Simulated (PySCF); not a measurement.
Ionisation energy of Ni by level of theory

Ni [Ar] 3d8 4s2 (3F) → Ni⁺ [Ar] 3d9 (2D), as a difference of total energies. All numbers are calculated (PySCF 2.14, the non-relativistic Hamiltonian (point nucleus), in aug-cc-pVDZ). Correlated levels: valence: [Ar] frozen. The calculations carry no spin-orbit coupling.

| method | ionisation energy (eV) |
| --- | --- |
| UHF | 7.671 |
| LDA | 7.191 |
| PBE | 7.241 |
| PBE0 | 7.304 |
| r2SCAN | 7.719 |
| M06 | 7.349 |
| LC-wPBE | 6.609 |
| revPBE | 7.118 |
| B97-3 | 7.323 |
| MP2 (valence) | 6.500 |
| SCS-MP2 (valence) | 6.733 |

How much does correlation contribute at MP2 (valence)?

6.500 − (7.671) = -1.171 eV, measured against UHF.

A first-order spin-orbit estimate (lowest level to lowest level, LS coupling) adds 0.050 eV.

These non-relativistic numbers lack the scalar-relativistic shift.

Errors of the correlated levels include the incompleteness of this basis and the frozen core.

MP2 underrates the near-degeneracy of ns² with np² in the lower species.

For comparison: 7.640 eV (measured; NIST Atomic Spectra Database, ionization energies).
